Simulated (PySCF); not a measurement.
C6H4N2OSe, SMILES c1cc([se]c1)-c1ocnn1.

Coordinates come from a B3LYP-D3(BJ)/def2-SVP optimisation. The structure was generated by enumeration, and PubChem lists no compound with its InChIKey, so it may never have been made. The values are those of a single conformer.

All values below come from B3LYP-D3(BJ)/def2-SVP run with PySCF 2.14.0.

Frequencies are harmonic and unscaled.

```
mode  ν (cm⁻¹)  IR (km/mol)  moving atoms (share of kinetic energy)
----  --------  -----------  --------------------------------------
1           56          5.9          N 34 %, O 32 %, C 20 %, Se 9 %
2          113          0.7         C 39 %, Se 28 %, O 14 %, N 11 %
3          118          0.4                  C 71 %, N 15 %, H 11 %
4          289          1.1          C 55 %, N 17 %, O 13 %, H 10 %
5          319          3.0                 N 43 %, C 32 %, Se 15 %
6          360          3.3          C 36 %, Se 30 %, O 20 %, N 9 %
7          466          3.2                          C 75 %, H 12 %
8          550          2.1                         C 67 %, Se 17 %
9          571          0.0                          C 71 %, H 28 %
10         660          5.9          N 47 %, H 21 %, C 21 %, O 11 %
11         662          1.3                  C 78 %, H 11 %, Se 9 %
12         706         60.0                          H 83 %, C 15 %
13         747         22.9           C 62 %, N 19 %, O 10 %, H 9 %
14         811         21.3                          C 81 %, H 16 %
15         830          4.9                          H 63 %, C 32 %
16         877          4.6                          H 71 %, C 28 %
17         929         14.9                  C 48 %, N 24 %, O 20 %
18         950          0.4                          H 70 %, C 30 %
19         987          6.6                  N 46 %, O 29 %, C 23 %
20        1021          9.9                  N 44 %, O 27 %, C 23 %
21        1056          6.3                   H 56 %, C 35 %, N 9 %
22        1073         10.7                  N 43 %, H 36 %, C 19 %
23        1097          5.0                          H 66 %, C 23 %
24        1131         30.0                  C 45 %, O 35 %, H 18 %
25        1223         20.2                  H 49 %, C 40 %, N 10 %
26        1251          5.4                  H 61 %, N 20 %, C 16 %
27        1325         12.9                          C 59 %, H 31 %
28        1394         13.6                          C 71 %, H 21 %
29        1491         13.4                                  C 89 %
30        1556         23.6                          C 60 %, N 31 %
31        1565         32.4                          C 76 %, N 16 %
32        1634        101.9                                  C 91 %
33        3200          3.9                           H 92 %, C 8 %
34        3218          0.5                           H 91 %, C 9 %
35        3246          1.2                           H 91 %, C 9 %
36        3289          3.4                           H 91 %, C 9 %
```
